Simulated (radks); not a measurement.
Coulomb parameter of the 3d shell of the vanadium ion V2+ in the model configuration [Ar] 3d2 4p1, as a second difference U = [E(n + 0.5) + E(n - 0.5) - 2 E(n)] / (0.5)^2 with all orbitals relaxed. "Bare": the charge of the atom changes with n. "Screened": the 4p shell takes up the change at fixed total charge, which measures U(3d,3d) + U(4p,4p) - 2 U(3d,4p). Method: scalar-relativistic Kohn-Sham, r2SCAN, spin-unpolarised, spherical densities, finite nucleus; meta-GGA in the generalised Kohn-Sham scheme; Fermi nuclear charge, rms radius 3.6002 fm; computed with a radial shooting solver on a logarithmic mesh with Libxc functionals.

| case | configuration | E - E(n) (eV) |
|---|---|---|
| start | [Ar] 3d2 4p1 | 0.000 |
| bare +0.5 | [Ar] 3d2.5 4p1 | -11.914 |
| bare -0.5 | [Ar] 3d1.5 4p1 | 15.760 |
| screened +0.5 | [Ar] 3d2.5 4p0.5 | -5.777 |
| screened -0.5 | [Ar] 3d1.5 4p1.5 | 6.897 |

U(bare) = 15.386 eV, U(screened by 4p) = 4.479 eV, against the Slater integral F0(3d,3d) = 20.762 eV with frozen orbitals.
